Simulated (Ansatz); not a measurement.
Mulliken charges of `C1=C[Te]1` from B3LYP/def2-TZVPP in Ansatz (PBE0-D4/def2-TZVP geometry).

```tsv
atom	x (Å)	y (Å)	z (Å)	charge (e)
C1	-0.523	-0.346	-0.226	-0.189
C2	0.335	0.565	-0.003	-0.189
Te3	1.025	-1.224	1.025	0.020
H4	-1.445	-0.650	-0.692	0.179
H5	0.658	1.582	-0.146	0.179
```

**Question.** By hand: the dipole of these point charges (1 e Å = 4.8032 D).

**Answer.** Σ q r = (-0.085, 0.101, -0.086) e Å, of length 0.158 e Å = 0.76 D.

**Question.** How does the dipole of the full density compare? (An estimate is asked.)

**Answer.** Ansatz gave: (-0.205, 0.244, -0.209) e Å, 1.83 D; the point charges give 0.42 times that, at 0° from its direction.

Point charges leave out the atoms' own dipoles, such as those of lone pairs, and Mulliken's split depends on the basis, so the two needn't agree.

B3LYP here is the variant with VWN-RPA as its local correlation; programs differ in this.
